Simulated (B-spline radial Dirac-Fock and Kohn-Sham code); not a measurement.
Photoelectron lines of Hf²⁺ at 800 eV

System: Hf²⁺, [Xe] 4f14 5d2.

Model: a relativistic central-field model (Hartree-Slater potential of the initial state, Latter tail, multipole expansion of the photon field, Dirac-Fock thresholds). Program: a radial B-spline solver. The asymmetry parameter β is from the dipole term alone. Kinetic energies are from the vacuum level. Open shells are spread statistically over j, without multiplet splitting.

The last column is dσ/dΩ = σ/(4π) · [1 + β P₂(cos θ)] at θ = 90° from the polarisation vector of linearly polarised light.

```tsv
subshell	electrons	binding (eV)	kinetic (eV)	σ (kb)	β	dσ/dΩ (kb/sr)
4s	2	565.2	234.8	54.6	1.86	0.306
4p1/2	2	467.7	332.3	51.4	0.99	2.06
4p3/2	4	409.3	390.7	156	1.06	5.83
4d3/2	4	248.8	551.2	213	0.79	10.2
4d5/2	6	238.2	561.8	322	0.94	13.5
4f5/2	6	38.75	761.3	284	0.95	11.9
4f7/2	8	37.10	762.9	?	?	?
5s	2	92.44	707.6	12.1	1.90	0.0461
5p1/2	2	62.31	737.7	9.80	1.46	0.211
5p3/2	4	54.49	745.5	24.2	1.41	0.568
5d3/2	0.8	20.94	779.1	2.91	1.06	0.109
5d5/2	1.2	20.53	779.5	4.24	1.17	0.140
```

Problem. What are σ and β for 4f7/2?

Solution. σ = 364 kb, the largest of all subshells and 24 % of the total, and β = 0.96, which gives dσ/dΩ = 15.1 kb/sr.

Values without a named source are computed, but for edge energies of neutral atoms, which are taken from tables.
